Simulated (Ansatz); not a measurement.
Ansatz results at the PBE0-D4/def2-TZVP geometry: size of the dipole moment (PBE/def2-TZVPP) 1.09 D; ideal-gas entropy at 298 K and 1 bar (rigid rotor, harmonic PBE0-D4/def2-TZVP) 328 J/(mol·K); zero-point energy (PBE0-D4/def2-TZVP) 69.2 kJ/mol.

Each molecule was computed in one conformer, which needn't be the lowest.

(1) Which molecule gave them?
A. `C#C[SiH]F`•
B. `[CH3][GeH][SH]`•
C. `O[SiH]([S])Cl`•
D. `[NH2][In][Br]`•

Results:

(1) C. The others give `[NH2][In][Br]`•: 3.17, 333, 65.6; `[CH3][GeH][SH]`•: 1.77, 328, 138.9; `C#C[SiH]F`•: 1.54, 303, 77.6.
